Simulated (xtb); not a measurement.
boroxine (H$_{3}$B$_{3}$O$_{3}$), singlet, geometry from GFN2-xTB; GFN2-xTB (xtb).

Here is a job for xtb.
```
$ xtb mol.xyz --gfn 2 --hess --json

# file mol.xyz
9

B     -0.62642433     1.18300324     0.24601012
O     -1.33948341     0.02486049     0.22970691
B     -0.71480732    -1.15811031    -0.01600341
O      0.62560781    -1.18146124    -0.24568946
B      1.34123166    -0.02489294    -0.23000671
O      0.71387560     1.15660075     0.01598255
H     -1.16486750     2.19985392     0.45746817
H     -1.32922010    -2.15356426    -0.02975915
H      2.49408760    -0.04628966    -0.42770903
```

Write the output that xtb gives for this input, abridged.


```
   ID    Z sym.   atoms
    1    5 B      1, 3, 5
    2    8 O      2, 4, 6
    3    1 H      7-9

           -------------------------------------------------
          |                Calculation Setup                |
           -------------------------------------------------

           -------------------------------------------------
          |                 G F N 2 - x T B                 |
           -------------------------------------------------

          ...................................................
          :                      SETUP                      :
          :.................................................:
          :  # basis functions                  27          :
          :  # atomic orbitals                  27          :
          :  # shells                           15          :
          :  # electrons                        30          :
          :  max. iterations                   250          :
          :  Hamiltonian                  GFN2-xTB          :
          :  restarted?                      false          :
          :  GBSA solvation                  false          :
          :  PC potential                    false          :
          :  electronic temp.          300.0000000     K    :
          :  accuracy                    1.0000000          :
          :  -> integral cutoff          0.2500000E+02      :
          :  -> integral neglect         0.1000000E-07      :
          :  -> SCF convergence          0.1000000E-05 Eh   :
          :  -> wf. convergence          0.1000000E-03 e    :
          :  Broyden damping             0.4000000          :
          :  net charge                          0          :
          :  unpaired electrons                  0          :
          ...................................................

 iter      E             dE          RMSdq      gap      omega  full diag
   1    -17.4938381 -0.174938E+02  0.125E+01    7.04       0.0  T
   2    -17.8054561 -0.311618E+00  0.753E+00    5.17       1.0  T
   3    -17.8166316 -0.111755E-01  0.306E+00    5.64       1.0  T
   4    -17.8183180 -0.168639E-02  0.719E-01    5.56       1.0  T
   5    -17.8175684  0.749604E-03  0.714E-01    5.85       1.0  T
   6    -17.8214581 -0.388967E-02  0.151E-01    5.66       1.0  T
   7    -17.8216378 -0.179789E-03  0.278E-02    5.68       1.2  T
   8    -17.8216386 -0.728865E-06  0.129E-02    5.69       2.6  T
   9    -17.8216396 -0.974832E-06  0.603E-03    5.69       5.5  T
  10    -17.8216399 -0.349510E-06  0.177E-04    5.69     188.3  T
  11    -17.8216399 -0.195577E-10  0.612E-05    5.69     544.3  T

   *** convergence criteria satisfied after 11 iterations ***

         :::::::::::::::::::::::::::::::::::::::::::::::::::::
         ::                     SUMMARY                     ::
         :::::::::::::::::::::::::::::::::::::::::::::::::::::
         :: total energy             -17.707117156368 Eh    ::
         :: gradient norm              0.000012259880 Eh/a0 ::
         :: HOMO-LUMO gap              5.686925006088 eV    ::
         ::.................................................::
         :: SCC energy               -17.821638207115 Eh    ::
         :: -> isotropic ES            0.127188947653 Eh    ::
         :: -> anisotropic ES          0.003552947954 Eh    ::
         :: -> anisotropic XC         -0.002978724830 Eh    ::
         :: -> dispersion             -0.004519141070 Eh    ::
         :: repulsion energy           0.114521050747 Eh    ::
         :: add. restraining           0.000000000000 Eh    ::
         :: total charge               0.000000000000 e     ::
         :::::::::::::::::::::::::::::::::::::::::::::::::::::

           -------------------------------------------------
          |                Numerical Hessian                |
           -------------------------------------------------
step length          :   0.00500
SCC accuracy         :   0.30000
Hessian scale factor :   1.00000
frozen atoms in %    :   0.00000    0
RMS gradient         :   0.00001
estimated CPU  time      0.01 min

writing file <hessian>.

 projected vibrational frequencies (cm⁻¹)
eigval :       -0.00    -0.00    -0.00     0.00     0.00     0.00
eigval :      224.00   224.03   433.21   520.55   520.56   774.61
eigval :      795.56   795.65   802.34   946.99   947.01   952.89
eigval :     1008.20  1041.00  1138.37  1138.39  1281.73  1281.74
eigval :     2647.14  2647.14  2650.61
           -------------------------------------------------
          |                Property Printout                |
           -------------------------------------------------

    * Orbital Energies and Occupations

         #    Occupation            Energy/Eh            Energy/eV
      -------------------------------------------------------------
         1        2.0000           -0.7031266             -19.1330
       ...           ...                  ...                  ...
         3        2.0000           -0.6989745             -19.0201
         4        2.0000           -0.6069903             -16.5170
         5        2.0000           -0.6069903             -16.5170
         6        2.0000           -0.5758671             -15.6701
         7        2.0000           -0.5687816             -15.4773
         8        2.0000           -0.5576746             -15.1751
         9        2.0000           -0.5029403             -13.6857
        10        2.0000           -0.5029403             -13.6857
        11        2.0000           -0.4932250             -13.4213
        12        2.0000           -0.4932250             -13.4213
        13        2.0000           -0.4881299             -13.2827
        14        2.0000           -0.4356632             -11.8550
        15        2.0000           -0.4356632             -11.8550 (HOMO)
        16                         -0.2266726              -6.1681 (LUMO)
        17                         -0.2266726              -6.1681
[...]
     6   8 O    2.399 --     5 B    1.141     1 B    1.141
     7   1 H    0.995 --     1 B    0.951
     8   1 H    0.995 --     3 B    0.951
     9   1 H    0.995 --     5 B    0.951
 ---------------------------------------------------------------------------

Topologies differ in total number of bonds
Writing topology from bond orders to xtbtopo.mol

molecular dipole:
                 x           y           z       tot (Debye)
 q only:        0.000      -0.000      -0.000
   full:        0.000      -0.000       0.000       0.000
molecular quadrupole (traceless):
                xx          xy          yy          xz          yz          zz
 q only:       -0.756      -0.047      -0.790       0.401      -0.280       1.546
  q+dip:       -1.674      -0.105      -1.751       0.889      -0.621       3.425
   full:       -2.906      -0.182      -3.039       1.543      -1.078       5.945
Molecule has the following symmetry elements: (C3) 3*(C2) (S3) 4*(sigma)
It seems to be the D3h point group

           -------------------------------------------------
          |               Frequency Printout                |
           -------------------------------------------------
 projected vibrational frequencies (cm⁻¹)
eigval :       -0.00    -0.00    -0.00     0.00     0.00     0.00
eigval :      224.00   224.03   433.21   520.55   520.56   774.61
eigval :      795.56   795.65   802.34   946.99   947.01   952.89
eigval :     1008.20  1041.00  1138.37  1138.39  1281.73  1281.74
eigval :     2647.14  2647.14  2650.61
 reduced masses (amu)
   1: 13.30   2: 12.54   3: 13.22   4: 13.37   5: 12.57   6: 12.58   7: 10.20   8: 10.20
   9:  6.84  10: 13.76  11: 13.76  12:  7.54  13:  5.20  14:  5.20  15: 15.67  16:  4.41
  17:  4.41  18: 10.32  19: 11.74  20:  3.66  21: 10.05  22: 10.05  23: 12.18  24: 12.18
  25:  1.80  26:  1.80  27:  1.83
 IR intensities (km·mol⁻¹)
   1:  0.00   2:  0.00   3:  0.00   4:  0.00   5:  0.00   6:  0.00   7:  0.00   8:  0.00
   9:  0.30  10: 23.32  11: 23.38  12:349.34  13:  0.00  14:  0.00  15:  0.00  16:  3.47
  17:  3.49  18:  0.00  19:  0.00  20:  0.00  21:  0.99  22:  1.01  23:789.51  24:789.46
  25:198.27  26:197.88  27:  0.01
 Raman intensities (Ä⁴*amu⁻¹)
   1:  0.00   2:  0.00   3:  0.00   4:  0.00   5:  0.00   6:  0.00   7:  0.00   8:  0.00
   9:  0.00  10:  0.00  11:  0.00  12:  0.00  13:  0.00  14:  0.00  15:  0.00  16:  0.00
  17:  0.00  18:  0.00  19:  0.00  20:  0.00  21:  0.00  22:  0.00  23:  0.00  24:  0.00
  25:  0.00  26:  0.00  27:  0.00
 output can be read by thermo (or use thermo option).
 writing <g98.out> molden fake output.
 recommended (thermochemical) frequency scaling factor: 1.0
           -------------------------------------------------
          |             Thermodynamic Functions             |
           -------------------------------------------------

d3h symmetry found (for desy threshold:  0.10E+00) used in thermo

          ...................................................
          :                      SETUP                      :
          :.................................................:
          :  # frequencies                          21      :
          :  # imaginary freq.                       0      :
          :  linear?                             false      :
          :  only rotor calc.                    false      :
          :  symmetry                              d3h      :
          :  rotational number                       6      :
          :  scaling factor                  1.0000000      :
          :  rotor cutoff                   50.0000000 cm⁻¹ :
          :  imag. cutoff                  -20.0000000 cm⁻¹ :
          :.................................................:

    mode    ω/cm⁻¹     T·S(HO)/kcal·mol⁻¹    T·S(FR)/kcal·mol⁻¹   T·S(vib)
   ------------------------------------------------------------------------
       1    224.00    -0.57439 ( 99.75%)    -0.61210 (  0.25%)    -0.57449
       2    224.03    -0.57431 ( 99.75%)    -0.61206 (  0.25%)    -0.57441
   ------------------------------------------------------------------------

   temp. (K)  partition function   enthalpy   heat capacity  entropy
                                   cal/mol     cal/K/mol   cal/K/mol   J/K/mol
 298.15  VIB   3.58                 1466.537     12.896      7.456
         ROT  0.139E+05              888.752      2.981     21.936
         INT  0.497E+05             2355.289     15.876     29.391
         TR   0.738E+27             1481.254      4.968     39.161
         TOT                        3836.5434    20.8446    68.5523   286.8230

       T/K    H(0)-H(T)+PV         H(T)/Eh          T*S/Eh         G(T)/Eh
   ------------------------------------------------------------------------
    298.15    0.611392E-02    0.579917E-01    0.325714E-01    0.254203E-01
   ------------------------------------------------------------------------

         :::::::::::::::::::::::::::::::::::::::::::::::::::::
         ::                  THERMODYNAMIC                  ::
         :::::::::::::::::::::::::::::::::::::::::::::::::::::
         :: total free energy         -17.681696903761 Eh   ::
         ::.................................................::
         :: total energy              -17.707117156372 Eh   ::
         :: zero point energy           0.051877761839 Eh   ::
         :: G(RRHO) w/o ZPVE           -0.026457509228 Eh   ::
         :: G(RRHO) contrib.            0.025420252610 Eh   ::
         :::::::::::::::::::::::::::::::::::::::::::::::::::::

           -------------------------------------------------
          | TOTAL ENERGY              -17.707117156372 Eh   |
          | TOTAL ENTHALPY            -17.649125473438 Eh   |
          | TOTAL FREE ENERGY         -17.681696903761 Eh   |
          | GRADIENT NORM               0.000012318418 Eh/α |
          | HOMO-LUMO GAP               5.686924097962 eV   |
           -------------------------------------------------

normal termination of xtb
```
